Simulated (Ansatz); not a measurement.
C4H3F3 (`FCC#CC(F)F`). Charge 0, multiplicity 1.

Cartesian coordinates in Å:
```
F 1.0375 2.2786 -1.4011
C 1.5111 1.2840 -0.5736
C 0.4478 0.3824 -0.1712
C -0.4105 -0.3793 0.1781
C -1.4965 -1.2688 0.5653
F -1.2336 -2.5424 0.1833
F -1.6566 -1.2743 1.9112
H 1.9580 1.7542 0.3077
H 2.2882 0.7314 -1.1105
H -2.4454 -0.9658 0.1107
```

(1) List the harmonic frequencies (cm⁻¹, unscaled) at PBE0-D4/def2-TZVP in Ansatz. (An estimate is asked.)

(2) Is this a minimum?

(3) Give the ideal-gas thermochemistry at 298.15 K and 1 bar (rigid rotor, harmonic oscillator; point group Cs, symmetry number 1).

(4) And at 400, 500, 600, 800 and 1000 K?

(5) Rotational constants (cm⁻¹)?

Results:

(1) The calculation gave: 26, 104, 106, 227, 312, 448, 551, 559, 638, 855, 1022, 1070, 1107, 1107, 1199, 1263, 1361, 1398, 1400, 1479, 2388, 3058, 3082, 3102.

(2) Yes, all 24 modes are real.

(3) Zero-point energy 166.7 kJ/mol; H(298) − E = 187.8 kJ/mol; entropy 364.5 J/(mol·K), of which translation 167.3, rotation 118.2, vibration 79.1; G(298) − E = 79.1 kJ/mol. Modes under 100 cm⁻¹ are hindered rotations or soft bends, so the harmonic entropy is rough.

(4) 
| T (K) | H − E (kJ/mol) | S (J/mol/K) | G − E (kJ/mol) |
| --- | --- | --- | --- |
| 400 | 199.2 | 397.4 | 40.3 |
| 500 | 212.3 | 426.5 | -0.9 |
| 600 | 226.9 | 453.0 | -44.9 |
| 800 | 259.6 | 499.9 | -140.3 |
| 1000 | 295.6 | 540.1 | -244.4 |

(5) 0.2613, 0.032, 0.03031.
